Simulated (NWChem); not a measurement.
CCl₂F, doublet; SMILES Cl[C](Cl)F

```xyz
4

F      1.6031    -0.0803     0.0000
C      0.3400     0.3256     0.0000
Cl    -0.4892    -0.0419    -1.4881
Cl    -0.4892    -0.0419     1.4881
```
Atoms are numbered in this order, from 1.

Level: B3LYP/6-31G* (spherical d), spin-unrestricted (NWChem), optimised geometry, unscaled harmonic frequencies. In the optimisation the excess spin sits in a' (Cs, its own frame).

```tsv
frequency (cm⁻¹)	IR intensity (km/mol)
281	0.0
375	0.0
459	1.1
596	17.9
884	333.8
1205	242.0
```

The zero-point energy is 5.4 kcal/mol and the thermal correction to the enthalpy at 298.15 K (with zero-point energy) is 8.6 kcal/mol. The heat capacity Cv is 12.3 cal/(mol K) and the entropy at 298.15 K and 1 atm (symmetry number 1, electronic part: spin degeneracy alone) is 71.3 cal/(mol K). The dipole moment is 0.15 D.

Rigid rotor and harmonic oscillator.
